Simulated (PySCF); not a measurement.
Structure from 2D NMR

Compound of formula C₅H₉N₃Si. Correlations simulated from computed shifts and the bond graph:

HSQC (one-bond C–H):
```csv
δH,δC
3.08,26.8
2.88,23.3
```

HMBC (two and three bonds, from the bond graph):
```csv
δH,δC
4.54,"166.4, 165.7"
3.08,170.7
2.88,"166.4, 165.7"
```

Carbons without hydrogens: δ 170.7, 166.4, 165.7.

PySCF 2.14.0 with density-fitted response routines calculation with GFN2-xTB structure and shielding tensors at PBE0/pcSseg-1 (GIAO); no solvent model, single conformer, rapidly exchanging positions averaged, relativity neglected.

Shifts are taken against calculated references (same method and geometry level): 1H and 13C vs TMS.

Exchangeable hydrogens are left out of these lists.

Task: Work out the connectivity.

Result: SMILES Cc1nnc(C)c([SiH3])n1.

Atoms are numbered as in `[CH3:1][c:2]1[n:3][n:4][c:5]([CH3:6])[c:7]([SiH3:8])[n:9]1`. Hydrogens are named by the atom that carries them.

1. δC 170.7 is C2, a substituted aromatic carbon next to a ring nitrogen.
2. δC 166.4 is C7, a substituted aromatic carbon next to a ring nitrogen.
3. δC 165.7 is C5, a substituted aromatic carbon next to a ring nitrogen.
4. δC 26.8 is C1, a methyl carbon on an aromatic ring (δH 3.08).
5. δC 23.3 is C6, a methyl carbon on an aromatic ring (δH 2.88).
6. HMBC from δH 4.54 reaches the proton-free carbons C7, C5.
7. HMBC from δH 3.08 reaches the proton-free carbon C2.
8. HMBC from δH 2.88 reaches the proton-free carbons C7, C5.

This is the structure that produced the data.

Shifts are as computed. Against solution values, carbons near 30 ppm lie about +3 ppm off and those near 130 ppm about +5 ppm. Of 1211 compounds with measured shifts, 218 miss one by over three times the rms of a fit or turn the order of signals round; such compounds aren't used in these exercises.
